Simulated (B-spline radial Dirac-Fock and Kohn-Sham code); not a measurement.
**Dy⁺: non-radiative channels of the 2s vacancy**

System: Dy⁺, configuration [Xe] 4f10 6p1 (not the ground configuration).

The run's input, task.json:

```json
{"items": [{
  "Z": 66,
  "q": 1,
  "cfg": [[1, 0, 2], [2, 0, 2], [2, 1, 6], [3, 0, 2], [3, 1, 6], [3, 2, 10], [4, 0, 2], [4, 1, 6], [4, 2, 10], [4, 3, 10], [5, 0, 2], [5, 1, 6], [6, 1, 1]],
  "A": 164,
  "rrms": 5.2218,
  "do": ["binding", "quiet", "decay"],
  "holes": ["K", "L1", "L2", "L3", "M1", "M2", "M3", "M4", "M5", "N1", "N2", "N3", "N4", "N5"]
}]}
```

Command: `python xray_run.py task.json out`

Calculated with a radial atomic solver, using independent-particle rates on relativistic LDA orbitals of the hole state (multipoles up to L = 3, Coulomb Auger matrix elements, transition energies from Dirac-Fock). Kinetic energies are configuration averages from the vacuum level; the two-hole energies are estimated from single-hole states.

```
transition  kinetic energy (eV)  width (meV)  share (%)
   L1-L2N1                11.72          234        5.2
   L1-L2N3                131.2          196        4.4
   L1-L3N1                803.0          256        5.7
   L1-L3N3                923.0          180        4.0
   L1-L3N4               1058.5          304        6.7
   L1-L3N5               1066.1          382        8.5
   L1-L3N7               1230.3          204        4.5
   L1-M1M3               5274.8          193        4.3
   L1-M1M5               5647.4          212        4.7
   L1-M4M5               6357.6          311        6.9
```

Coster-Kronig rates are the weakest part of this model and often come out 1.5 to 2.5 times too large. The listed channels hold 55 % of the non-radiative rate. Summed by principal shells, of 4.51 eV in all: LLN 57.2 %, LMM 28.0 %, LMN 9.5 %, LLO 3.6 %, LNN 0.8 %, LMO 0.7 %.
